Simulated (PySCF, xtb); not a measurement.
C4H9FO, SMILES COC[C@H](C)F. The values are those of a single conformer.

Harmonic wavenumbers (cm⁻¹) from GFN2-xTB in xtb at its own minimum, in rising order: 77, 90, 191, 192, 232, 329, 355, 427, 613, 853, 939, 951, 977, 1068, 1115, 1118, 1141, 1159, 1178, 1233, 1299, 1311, 1345, 1393, 1409, 1467, 1468, 1474, 1479, 1491, 2840, 2877, 2891, 2896, 2917, 3033, 3049, 3058, 3069.

Problem. What does PySCF with PBE-D3(BJ)/def2-SVP give at its own minimum? (The exact figures need the calculation; the answer reports its results.)

Solution. 82, 112, 195, 232, 246, 328, 368, 429, 634, 823, 902, 924, 953, 1060, 1111, 1122, 1143, 1163, 1199, 1234, 1308, 1326, 1352, 1362, 1403, 1404, 1408, 1419, 1422, 1453, 2866, 2887, 2918, 2940, 2948, 2988, 3063, 3080, 3099. Paired by order, the mean absolute difference is 22 cm⁻¹ and the zero-point energies are 78.6 and 78.5 kcal/mol.
